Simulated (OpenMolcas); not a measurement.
Mo3+ among 6 point charges of -1.2 e arranged as a trigonal prism (D3h), 2.05 Å from the ion, with a polar angle of 44.7° against the regular 49.1°.
```
   1.4415    0.0000    1.4576  -1.20
  -0.7207    1.2484    1.4576  -1.20
  -0.7207   -1.2484    1.4576  -1.20
   1.4415    0.0000   -1.4576  -1.20
  -0.7207    1.2484   -1.4576  -1.20
  -0.7207   -1.2484   -1.4576  -1.20
```

```json
{
 "Program": "OpenMolcas",
 "Method": "CASSCF",
 "Basis": "ANO-RCC-VDZP [6s5p3d1f]",
 "Scalar Hamiltonian": "DKH2, point nucleus",
 "Active space": "3 electrons in 5 orbitals (4d)",
 "State averaging": "2S+1 = 4 even, 10 roots; 2S+1 = 2 even, 40 roots",
 "Spin-orbit coupling": "state interaction with AMFI integrals over the reference wave functions"
}
```

**Question.** What is the spin-free ground state (labels of D3, the rotations of D3h)?

**Answer.** 4A2, 1-fold in its orbital part, 90 % from free-ion F terms; it has the highest spin that d3 allows.

**Question.** Where is the first state of the same spin?

**Answer.** 4E at 5890 cm-1 above the ground state.

**Question.** What are the lowest two levels with spin-orbit coupling?

**Answer.** A 2-fold level E1/2 with g = 1.99, 3.01, 3.01, then a 2-fold level E3/2 202.6 cm-1 above it. Their leading multiplicities are 4 (99 %) and 4 (100 %).

**Question.** What is χT at 300 K, and how does it compare with the textbook value?

**Answer.** The lowest level has 2S+1 = 4, for which the spin-only value is χT = S(S+1) / 2 = 1.875 cm3 K/mol (g = 2). The computed 1.284 at 300 K differs by -0.591, through orbital momentum, spin-orbit coupling and any other state in reach.

Without dynamic correlation the repulsion within the d shell is too large (B by tens of per cent), so at a given field states of lower spin stand too high. This is an electrostatic model: the charges have no orbitals. No measured value stands beside these numbers.
